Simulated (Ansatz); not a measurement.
Reaction (substitution at a C–C bond): `SCc1ccccc1` + CH₃NH₂ → `CNCS` + `c1ccccc1`

Isolated molecules relaxed with PBE0-D4/def2-TZVP in Ansatz; ΔE leaves out vibrations. CCSD(T)/CBS adds triple-zeta CCSD(T) − MP2 to the extrapolated MP2 energy (def2 sets, frozen cores). DFT in def2-TZVPP. HSE06 is defined as in plane-wave codes. Each species was taken in one conformer, which may not be the lowest.

Task: Is it downhill or uphill in electronic energy at CCSD(T)/CBS, and by how much? (Best estimate.)

Result: The calculation gave: Uphill: ΔE = +35.3 kJ/mol.

Task: What do these levels give: BLYP-D4, PBE0-D4, HSE06-D4, CAM-B3LYP-D4, ωB97M-V, B2PLYP, r2SCANh, r2SCAN0, BHLYP, MP2/def2-SVP, CCSD(T)/def2-TZVPP, HF/def2-QZVPP? (Estimate.)

Result: Ansatz gave: BLYP-D4 33.3, PBE0-D4 34.8, HSE06-D4 34.8, CAM-B3LYP-D4 31.6, ωB97M-V 33.0, B2PLYP 31.6, r2SCANh 32.0, r2SCAN0 32.1, BHLYP 27.0, MP2/def2-SVP 40.7, CCSD(T)/def2-TZVPP 35.7, HF/def2-QZVPP 23.5 kJ/mol.

Largest T1 diagnostic among the species: 0.010.

The D4 term adds +6.9 kJ/mol with B3LYP and +4.4 kJ/mol with PBE0; it sums over pairs of atoms, weighted by their polarisabilities, and B3LYP, whose exchange is more repulsive, gets the larger term. Leaving LDA and LC-ωPBE aside and taking each functional with its dispersion term where it has one, the values, not all of them listed here, spread over 3.8 kJ/mol, from CAM-B3LYP-D4 to PBE-QIDH. In def2-TZVPP, CCSD(T) changes the Hartree–Fock value by +11.8 kJ/mol (the triples alone add +2.1 kJ/mol) and MP2 by +18.1 kJ/mol.

B3LYP here is the variant with VWN-RPA as its local correlation; programs differ in this.
